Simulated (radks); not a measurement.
The osmium ion Os12+, 64 electrons, occupied as [Kr] 4d9 4f14 5s2 5p3 (not the ground configuration). All-electron calculation, scalar-relativistic Kohn-Sham, LDA (Slater exchange, Perdew-Wang correlation), spin-polarised, spherical densities, finite nucleus; open shells are filled with parallel spins first (spin-orbit coupling, left out, can overturn this in heavy ions); Fermi nuclear charge, rms radius 5.4126 fm. Program: a radial shooting solver on a logarithmic mesh with Libxc functionals. Some entries of the table are withheld. Estimate them.

orbital  occ.  eigenvalue (Ry)  <r> (bohr)
1s up       1        -5440.909     0.01775
1s down     1        -5440.870     0.01775
2s up       1        -962.3044     0.07494
2s down     1        -962.2278     0.07494
2p up       3        -840.8406     0.06728
2p down     3        -840.7644     0.06728
3s up       1        -236.9390      0.1940
3s down     1        -236.8818      0.1940
3p up       3        -201.2535      0.1945
3p down     3        -201.1919      0.1945
3d up       5        -161.3007      0.1761
3d down     5        -161.2275      0.1761
4s up       1        -63.16503      0.4307
4s down     1        -63.01696      0.4306
4p up       3        -51.39862      0.4573
4p down     3        -51.24827      0.4571
4d up       5        -36.76720      0.4840
4d down     4        -36.60919      0.4834
5s up       1        -22.00014         (1)
5s down     1        -21.68105         (2)
4f up       7        -20.38266      0.5259
4f down     7        -20.21468      0.5235
5p up       3              (3)         (4)
5p down     0              (5)         (6)

Answer. 
(1) 5s up <r> (bohr): 0.9308
(2) 5s down <r> (bohr): 0.9295
(3) 5p up eigenvalue (Ry): -18.48301
(4) 5p up <r> (bohr): 1.023
(5) 5p down eigenvalue (Ry): -18.15376
(6) 5p down <r> (bohr): 1.024
